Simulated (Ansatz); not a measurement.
`C[SiH](F)[SiH2]S` and `C[SiH](F)[GeH3]` differ in one atom or group.

Ansatz, PBE0-D4/def2-TZVP geometries, multiplicity 1. Each molecule was computed in one conformer, which needn't be the lowest.

Scalar relativity is left out up to krypton.

```
                                        property  `C[SiH](F)[SiH2]S`
               LUMO energy (PBE/def2-TZVPP) / eV               -1.36
         HOMO–LUMO gap (ωB97M-V/def2-TZVPP) / eV               10.94
           LUMO energy (ωB97M-V/def2-TZVPP) / eV                1.23
           HOMO–LUMO gap (B3LYP/def2-TZVPP) / eV                6.56
size of the dipole moment (B3LYP/def2-TZVPP) / D                1.79
               HOMO energy (PBE/def2-TZVPP) / eV               -6.28
```

(1) What does the change do to each property? (An estimate is asked.)

Answers

(1) Ansatz gave: 
| property | `C[SiH](F)[GeH3]` | shift |
| --- | --- | --- |
| LUMO energy (PBE/def2-TZVPP) / eV | -0.92 | 0.44 |
| HOMO–LUMO gap (ωB97M-V/def2-TZVPP) / eV | 11.78 | 0.84 |
| LUMO energy (ωB97M-V/def2-TZVPP) / eV | 1.71 | 0.48 |
| HOMO–LUMO gap (B3LYP/def2-TZVPP) / eV | 7.56 | 1.00 |
| size of the dipole moment (B3LYP/def2-TZVPP) / D | 1.61 | -0.18 |
| HOMO energy (PBE/def2-TZVPP) / eV | -6.84 | -0.56 |

With PBE0 the HOMO falls by 0.50 eV and the LUMO rises by 0.46 eV, so the gap widens by about 0.96 eV. PBE moves the HOMO by -0.56 eV and ωB97M-V by -0.35 eV. Dipoles are sizes alone; their direction can turn.

B3LYP here is the variant with VWN-RPA as its local correlation; programs differ in this.
